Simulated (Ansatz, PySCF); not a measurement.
Lewis adduct: GaH3 (SMILES [GaH3]) (first 4 atoms) with H2O (SMILES O); geometry from B3LYP-D3(BJ)/def2-TZVP, rigid monomers moved along the line of their centres of mass till Ga1···O5 is 4.01 Å.
(charge 0, multiplicity 1):
```xyz
7

Ga     0.39670    -0.37608     0.68516
H      1.88290    -0.09762     1.12265
H     -0.22924    -1.81110     0.85260
H     -0.28719     0.62613    -0.33038
O     -1.31469     1.19444     3.94971
H     -2.27642     1.12208     3.91121
H     -1.10995     2.13332     4.04050
```

Counterpoise-corrected where a basis set is named; no monomer relaxation. Rows marked so take none.

Correlated levels freeze the cores. Filled d and f shells under p-block atoms count as core. CBS: X⁻³ extrapolation of the correlation energy, Hartree–Fock from the larger set. Rows in 3-21G, 6-31G* carry no dispersion term and start afresh at each structure (6-31G* with six Cartesian d functions); the Pople sets are all-electron and without relativity.

Codes used: Ansatz (Gaussian basis) for Hartree–Fock, density functionals and correlated methods; PySCF for 3-21G rows, 6-31G* rows, the dispersion terms. Values without a source in brackets are computed.

```json
[
 {"level": "HF/3-21G (no counterpoise)", "interaction energy (meV)": "-241.0"},
 {"level": "HF/6-31G*", "interaction energy (meV)": "-105.5"},
 {"level": "r2SCAN/def2-TZVPPD", "interaction energy (meV)": "…"},
 {"level": "B3LYP-D4/def2-TZVPPD", "interaction energy (meV)": "-99.1"},
 {"level": "PBE0-D3(BJ)/def2-TZVPPD", "interaction energy (meV)": "-102.3"},
 {"level": "MP2/aug-cc-pVDZ", "interaction energy (meV)": "-102.2"},
 {"level": "MP2/CBS(aug-cc-pVDZ, aug-cc-pVTZ)", "interaction energy (meV)": "-104.7"},
 {"level": "CCSD/aug-cc-pVDZ", "interaction energy (meV)": "-99.9"},
 {"level": "CCSD(T)/CBS(aug-cc-pVDZ, aug-cc-pVTZ)", "interaction energy (meV)": "-103.6"}
]
```

Some entries are withheld; supply them.


- r2SCAN/def2-TZVPPD, interaction energy (meV): -94.3

Ansatz is a quantum-chemistry and plane-wave program.
